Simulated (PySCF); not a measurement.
**Working with the constants of SrHg**

PBE constants of SrHg, ¹Σ⁺ (singlet), closed shell (basis Sr def2-SVPD with ECP28, Hg def2-SVPD with ECP60; scalar-relativistic core potentials; PySCF 2.14; masses 87.9056 and 201.9706 u):

| Property | Result |
| --- | --- |
| ωe | 36.0 cm⁻¹ |
| ωexe | 0.392 cm⁻¹ |
| Be | 0.018206 cm⁻¹ |
| αe | 0.000202 cm⁻¹ |
| De to Sr + Hg | 0.104 eV |

**Question.** What force constant and bond length do these constants imply?

**Answer.** Reduced mass μred = 61.248 u; k = 5.8918×10⁻⁷·μred·ωe² (u, cm⁻¹, mdyn/Å) = 0.0468 mdyn/Å; Re = √(16.8576/(μred·Be)) (u, cm⁻¹, Å) = 3.888 Å.

**Question.** Estimate the centrifugal constant D from the Kratzer relation and find the Dunham coefficient a1.

**Answer.** D = 4Be³/ωe² = 1.86e-08 cm⁻¹; a1 = −1 − αeωe/(6Be²) = -4.66.

Closed-shell solutions of metal pairs were not tested for spin polarisation, which can lower them a little. The bond is weak. Basis-set superposition, not corrected here, can be much of De in a small basis, most of all at correlated wavefunction levels. Functionals without a dispersion term scatter widely for such bonds, and LDA overbinds them. Spin–orbit coupling is left out.
